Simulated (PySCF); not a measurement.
Compound: C5H6N2.
SMILES with atom numbers: `[NH2:1][c:2]1[cH:3][cH:4][cH:5][cH:6][n:7]1` (hydrogens: H8, H9 on N1; H10 on C3; H11 on C4; H12 on C5; H13 on C6)

The same species was optimised twice, with GFN2-xTB and with PBE0-D3(BJ)/def2-SVP (PySCF), and the same property calculations (PySCF, gas phase) were run on both structures.

| coordinate | GFN2-xTB | PBE0-D3(BJ)/def2-SVP | change |
| --- | --- | --- | --- |
| C2–C3 (Å) | 1.403 | 1.412 | +0.009 |
| C5–C6 (Å) | 1.383 | 1.391 | +0.008 |
| C3–C4 (Å) | 1.377 | 1.385 | +0.008 |
| C6–N7 (Å) | 1.322 | 1.329 | +0.007 |
| C4–C5 (Å) | 1.391 | 1.398 | +0.007 |
| C2–N7 (Å) | 1.331 | 1.336 | +0.005 |
| N1–C2 (Å) | 1.367 | 1.367 | 0.000 |
| C4–C5–C6 (°) | 117.9 | 117.3 | -0.6 |
| C3–C4–C5 (°) | 119.2 | 119.6 | +0.4 |
| C5–C6–N7 (°) | 123.8 | 124.1 | +0.3 |
| C3–C2–N7 (°) | 122.4 | 122.1 | -0.3 |
| N1–C2–N7 (°) | 116.2 | 116.4 | +0.2 |
| C2–N7–C6 (°) | 118.3 | 118.5 | +0.2 |
| N1–C2–C3 (°) | 121.3 | 121.4 | +0.1 |
| C2–C3–C4 (°) | 118.4 | 118.4 | 0.0 |

Rotational constants: A = 5848, B = 2775, C = 1883 MHz (GFN2-xTB) against A = 5805, B = 2742, C = 1864 MHz (PBE0-D3(BJ)/def2-SVP).

On the GFN2-xTB structure: HOMO (eV) -6.21 [PBE0/pcSseg-1]; LUMO (eV) -0.44 [PBE0/pcSseg-1]; dipole (D) 2.00 [PBE0/pcSseg-1]; GIAO shielding of N1 (ppm) 178.5 [PBE0/pcSseg-1]; GIAO shielding of C2 (ppm) 24.1 [PBE0/pcSseg-1]; GIAO shielding of C3 (ppm) 77.9 [PBE0/pcSseg-1]; GIAO shielding of C4 (ppm) 43.5 [PBE0/pcSseg-1]; GIAO shielding of C5 (ppm) 70.1 [PBE0/pcSseg-1]; GIAO shielding of C6 (ppm) 31.4 [PBE0/pcSseg-1]; GIAO shielding of N7 (ppm) -36.9 [PBE0/pcSseg-1].

Question: What do these properties become on the PBE0-D3(BJ)/def2-SVP structure?

Answer: 
| property | level | on GFN2-xTB | on PBE0-D3(BJ)/def2-SVP | change |
| --- | --- | --- | --- | --- |
| HOMO (eV) | PBE0/pcSseg-1 | -6.21 | -6.21 | 0.00 |
| LUMO (eV) | PBE0/pcSseg-1 | -0.44 | -0.47 | -0.03 |
| dipole (D) | PBE0/pcSseg-1 | 2.00 | 2.02 | +0.02 |
| energy, GFN2-xTB geometry as zero (kcal/mol) | PBE0/pcSseg-1 | 0.0 | -0.2 | -0.2 |
| GIAO shielding of N1 (ppm) | PBE0/pcSseg-1 | 178.5 | 176.9 | -1.6 |
| GIAO shielding of C2 (ppm) | PBE0/pcSseg-1 | 24.1 | 23.1 | -1.0 |
| GIAO shielding of C3 (ppm) | PBE0/pcSseg-1 | 77.9 | 75.8 | -2.1 |
| GIAO shielding of C4 (ppm) | PBE0/pcSseg-1 | 43.5 | 41.4 | -2.1 |
| GIAO shielding of C5 (ppm) | PBE0/pcSseg-1 | 70.1 | 67.5 | -2.6 |
| GIAO shielding of C6 (ppm) | PBE0/pcSseg-1 | 31.4 | 29.3 | -2.1 |
| GIAO shielding of N7 (ppm) | PBE0/pcSseg-1 | -36.9 | -38.8 | -1.9 |

The heavy atoms differ by 0.012 Å rms after alignment. Among bonds between heavy atoms C2–C3, C3–C4 and C5–C6 change most and about equally (+0.008 to +0.009 Å). Changes are differences of the printed values. Neither structure is proved a minimum here.

Conformer computed: `[NH2:1][c:2]1[cH:3][cH:4][cH:5][cH:6][n:7]1`: H–N1–C2–C3 -168°, H–N1–C2–C3 -21°.
